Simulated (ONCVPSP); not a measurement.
Logarithmic derivatives: bismuth (Bi), ONCV

bismuth (Bi), optimised norm-conserving Vanderbilt (ONCV), made with ONCVPSP 4.0.1 (LDA (Perdew-Zunger), scalar-relativistic). Core [Kr] 4d10 4f14, reference 5s2 5p6 5d10 6s2 6p3. Waves: 5s+6s: rc 1.55 bohr, ncon 4, nbas 7, qcut 6.4 1/bohr, 2 projectors; 5p+6p: rc 1.50 bohr, ncon 3, nbas 7, qcut 8.9 1/bohr, 2 projectors; 5d: rc 1.40 bohr, ncon 3, nbas 8, qcut 12.5 1/bohr, 2 projectors, debl 1.7 Ha. Local part: polynomial inside 1.05 bohr (lpopt 5, dvloc0 6 Ha). Core correction: Teter function, fcfact 2.75, rcfact 1.05.

The phase is arctan(r·R′/R) of the radial function R(r), unwrapped; energies in Ha, scanned from -7 to 5 Ha. A pole is an energy at which the radial function vanishes at the test radius. The pseudo phase is shifted by a multiple of π to meet the all-electron one at the reference energy, and phase errors are pseudo minus all-electron; the curves can meet again beyond the range given. Levels narrower than the energy grid can be missing from the lists of poles.

Problem. For each channel, where are the poles, and over which energies does the pseudopotential scatter like the atom?

Solution.

```tsv
channel	radius (bohr)	reference energy (Ha)	poles, all-electron	poles, pseudo	unbroken range about the reference energy with phases within 0.05 rad	phase error 1 Ha above the reference energy (rad)
s	1.57	-0.54	-5.62	-5.62, 4.59	the whole range	-0.002
p	1.53	-0.18	-2.97	-2.97	the whole range	-0.000
d	1.42	-1.00	0.92	0.92	the whole range	+0.000
```

Phases in the d channel:

```json
{"E (Ha)": "-6.96", "all-electron": "1.298", "pseudo": "1.298"}
{"E (Ha)": "-6.32", "all-electron": "1.274", "pseudo": "1.274"}
{"E (Ha)": "-5.68", "all-electron": "1.242", "pseudo": "1.242"}
{"E (Ha)": "-5.04", "all-electron": "1.199", "pseudo": "1.199"}
{"E (Ha)": "-4.40", "all-electron": "1.136", "pseudo": "1.136"}
{"E (Ha)": "-3.76", "all-electron": "1.034", "pseudo": "1.034"}
{"E (Ha)": "-3.12", "all-electron": "0.845", "pseudo": "0.845"}
{"E (Ha)": "-2.48", "all-electron": "0.418", "pseudo": "0.418"}
{"E (Ha)": "-1.84", "all-electron": "-0.423", "pseudo": "-0.423"}
{"E (Ha)": "-1.20", "all-electron": "-1.049", "pseudo": "-1.049"}
{"E (Ha)": "-0.56", "all-electron": "-1.321", "pseudo": "-1.321"}
{"E (Ha)": "0.08", "all-electron": "-1.460", "pseudo": "-1.460"}
{"E (Ha)": "0.72", "all-electron": "-1.549", "pseudo": "-1.549"}
{"E (Ha)": "1.36", "all-electron": "-1.615", "pseudo": "-1.615"}
{"E (Ha)": "2.00", "all-electron": "-1.673", "pseudo": "-1.673"}
{"E (Ha)": "2.64", "all-electron": "-1.732", "pseudo": "-1.732"}
{"E (Ha)": "3.28", "all-electron": "-1.799", "pseudo": "-1.800"}
{"E (Ha)": "3.92", "all-electron": "-1.889", "pseudo": "-1.889"}
{"E (Ha)": "4.56", "all-electron": "-2.026", "pseudo": "-2.029"}
```
